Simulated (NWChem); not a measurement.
# CH4ClNSi2; SMILES Cl[Si@H]1N=C[SiH2]1

```xyz
9

Cl    -0.2153    -2.1638    -0.2997
Si     0.1579    -0.3586     0.6338
N      1.5082     0.5535    -0.1218
C      0.9379     1.6624    -0.4433
Si    -0.9548     1.5736    -0.0722
H      0.4231    -0.6549     2.0689
H      1.5421     2.4830    -0.8782
H     -1.5288     2.5996     0.8545
H     -1.8049     1.4972    -1.2998
```
Atoms are numbered in this order, from 1.

Program: NWChem. Structure relaxed at the PBE0/def2-SVP level. Level M06-2X/def2-SVP: energy and gradient on several grids; changes count from the extra-fine grid, which is no exact limit either.

```json
[
 {"grid": "xcoarse", "size of the energy change (μHa)": "5000", "largest change of a gradient component (μHa/bohr)": "4000", "time, medium = 1 (rough)": "about 1"},
 {"grid": "coarse", "size of the energy change (μHa)": "100", "largest change of a gradient component (μHa/bohr)": "600", "time, medium = 1 (rough)": "about 1"},
 {"grid": "medium", "size of the energy change (μHa)": "30", "largest change of a gradient component (μHa/bohr)": "300", "time, medium = 1 (rough)": "about 1"},
 {"grid": "fine", "size of the energy change (μHa)": "< 10", "largest change of a gradient component (μHa/bohr)": "70", "time, medium = 1 (rough)": "about 1"},
 {"grid": "xfine", "size of the energy change (μHa)": "< 10", "largest change of a gradient component (μHa/bohr)": "< 30", "time, medium = 1 (rough)": "3"}
]
```
